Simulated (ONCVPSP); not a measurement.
Reading a pseudo-wave (Sn)

Columns: radius, all-electron u(r) and pseudo u(r) of the 4d shell (level -25.84 eV) of tin in the configuration [Ar] 3d10 4s2 4p6 4d10 5s2 5p2; PBE, scalar-relativistic, ONCV scheme, ONCVPSP 4.0.1.

```
r (bohr)  all-electron  pseudo
   0.080       -0.2062  0.0044
   0.160       -0.5020  0.0337
   0.240       -0.5072  0.1045
   0.320       -0.2754  0.2219
   0.400        0.0492  0.3762
   0.480        0.3673  0.5486
   0.560        0.6303  0.7161
   0.640        0.8230  0.8583
   0.720        0.9474  0.9618
   0.800        1.0137  1.0221
   0.880        1.0348  1.0420
   0.960        1.0231  1.0294
   1.040        0.9887  0.9933
   1.120        0.9399  0.9425
   1.200        0.8825  0.8836
   1.280        0.8209  0.8212
   1.360        0.7582  0.7581
   1.440        0.6963  0.6962
   1.520        0.6367  0.6366
   1.600        0.5802  0.5801
   1.680        0.5272  0.5271
   1.760        0.4780  0.4779
   1.840        0.4326  0.4326
   1.920        0.3910  0.3909
   2.000        0.3529  0.3529
   2.080        0.3183  0.3182
```

(1) How many radial nodes do the two functions have?

(2) At about which radius was the pseudo-wave matched?

(3) Is the pseudo-wave norm-conserving?

Answers

(1) The all-electron 4d function has n − l − 1 = 1; the pseudo-wave has 0, since the states of the same l below it are removed with the core.

(2) 1.45 bohr. The columns agree to 0.0005 from 1.28 bohr on; several derivatives are matched, so the curves merge somewhat inside the radius.

(3) Yes: the ONCV scheme keeps the norm inside the radius equal to the all-electron one, which fixes the energy derivative of the logarithmic derivative at the level.
